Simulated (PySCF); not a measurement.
C₂H₄NO, doublet (typed; the unrestricted solution is spin-contaminated), at the geometry optimised at the base level; HF/STO-3G, frequencies in PySCF.

Input for PySCF:
```python
from pyscf import gto, scf
from pyscf.hessian import thermo

mol = gto.Mole()
mol.atom = '''
    O     0.262179    1.347971    0.291655
    C    -0.035529    0.080934    0.019220
    N     1.042046   -0.809782   -0.215189
    C    -1.376198   -0.375492   -0.037810
    H     0.884292   -1.786318   -0.427551
    H    -1.614977   -1.405449   -0.259375
    H    -2.186065    0.315823    0.143241
    H     1.995359   -0.472005   -0.171690
'''
mol.basis = 'sto-3g'
mol.charge = 0
mol.spin = 1
mol.verbose = 3
mol.build()

mf = scf.UHF(mol)
mf.kernel()
hess = mf.Hessian().kernel()
freq = thermo.harmonic_analysis(mf.mol, hess)
print('frequencies / cm-1', freq['freq_wavenumber'].round(1))
th = thermo.thermo(mf, freq['freq_au'], 298.15, 100)
thermo.dump_thermo(mf.mol, th)
```

What does PySCF print? Leave out banner, timings and long lists.


```
converged SCF energy = -204.664048382388  <S^2> = 1.1411838  2S+1 = 2.3589691
frequencies / cm-1 [   0. +719.8j  318.9  +0.j   431.5  +0.j   510.1  +0.j   519.6  +0.j
  563.3  +0.j   646.   +0.j   990.3  +0.j  1103.7  +0.j  1114.1  +0.j
 1405.2  +0.j  1602.5  +0.j  1720.2  +0.j  1881.7  +0.j  3650.2  +0.j
 3825.2  +0.j  4078.6  +0.j  4301.3  +0.j ]
temperature 298.1500 [K]
pressure 100.00 [Pa]
Rotational constants [GHz] 10.71190 9.75195 5.10470
Symmetry number 1
Zero-point energy (ZPE) 0.06530 [Eh]   171439.466 [J/mol]
                           tot       elec      trans        rot        vib
Entropy [J/mol/K]       341.834      5.763    216.943    100.059     19.069
Cv [J/mol/K]             61.183      0.000     12.472     12.472     36.240
Cp [J/mol/K]             69.498      0.000     20.786     12.472     36.240
Internal energy [J/mol]                      3718.434   3718.434 175433.400
Internal energy [Eh]   -204.59440  -204.66405
Enthalpy [J/mol]                             6197.391   3718.434 175433.400
Enthalpy [Eh]          -204.59345
Gibbs free energy [J/mol]                  -58484.165 -26114.155 169748.122
Gibbs free energy [Eh] -204.63227
```
